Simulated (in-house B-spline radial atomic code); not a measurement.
The numbers below are computed, except where a source is named.
## Se in an electron gas of r_s = 3: phase shifts, screening, friction and resistivity

A nucleus sits in a uniform electron gas with a rigid positive background. The Kohn-Sham equations are solved self-consistently in the spin-unpolarised LDA (PW92), non-relativistic, on B-splines with outgoing waves at the boundary and partial waves to l = 8. The model has no lattice, no bands and no magnetic solution. Atomic units; δ_l are the phase shifts at the Fermi level, counted so that each bound state adds π, and good to about 0.0005.

The density parameter is r_s = 3 bohr, near that of the valence electrons of Ag (1 per atom, density 10.5 g/cm³, mass 107.87 u, which gives r_s = 3.02).

| l | δ_l (rad) |
| --- | --- |
| 0 | 11.1809 |
| 1 | 8.4567 |
| 2 | 3.3400 |
| 3 | 0.0216 |
| 4 | 0.0011 |
| 5 | 0.0002 |
| 6 | 0.0001 |
| 7 | 0.0003 |
| 8 | 0.0002 |

Bound levels below the band bottom (hartree): s -7.202, p -5.208, d -1.668, s -0.3311, p -0.003124 and deeper ones.

Check the Friedel sum rule, and say where the screening charge sits.

k_F = (9π/4)^(1/3)/r_s = 0.63972. The rule is Z = (2/π) Σ (2l + 1) δ_l. The terms are s 7.118, p 16.151, d 10.632, f 0.096 and 0.014 beyond, in all 34.010 against Z = 34. Bound states hold 8 s, 18 p, 10 d electrons, so the scattering states carry -1.99 in all; where a term is smaller than its bound count, the bound level has drawn weight out of the band.

Find the transport cross section and the electronic stopping of a 2 keV Se ion (mass 78.97 u).

σ_tr = (4π/k_F²) Σ (l + 1) sin²(δ_l − δ_(l+1)). The terms for l = 0 to 3 are 0.1643, 1.6905, 0.0928, 0.0017, all together 1.9493, so σ_tr = 30.707 × 1.9493 = 59.857 bohr². With n = 3/(4π r_s³) = 0.008842, the friction coefficient is Q = n k_F σ_tr = 0.3386. For v well below v_F = 0.640, dE/dx = Q v; with 24801 eV per u at v = 1, v = √(2000/(24801 × 78.97)) = 0.0320, so dE/dx = 0.01082 hartree/bohr = 5.56 eV/nm. The largest term couples the p and d waves.

What residual resistivity would 1 atomic per cent of such centres give in Ag?

Δρ = k_F n_i σ_tr/n in atomic units of 21.74 μΩ·cm. With one host atom per 1 electron, n_i/n = 0.01/1, so Δρ = 0.6397 × 0.01000 × 59.857 × 21.74 = 8.32 μΩ·cm. This is an atom added to the gas, as on an interstitial site.

On a substitutional site the background of one host ion, a sphere holding 1 charge, is taken out. The phase shifts for l = 0 to 4 become 11.0283, 8.2239, 3.2121, 0.0103, 0.0009. What follows?

The Friedel sum is now 33.01, for Z − 1 = 33. The sum in σ_tr is 1.9467, so σ_tr = 59.78 bohr² and Δρ = 8.31 μΩ·cm per atomic per cent, 1.00 times the value above. A real host ion scatters too, so this model doesn't give zero even for the host's own atom.
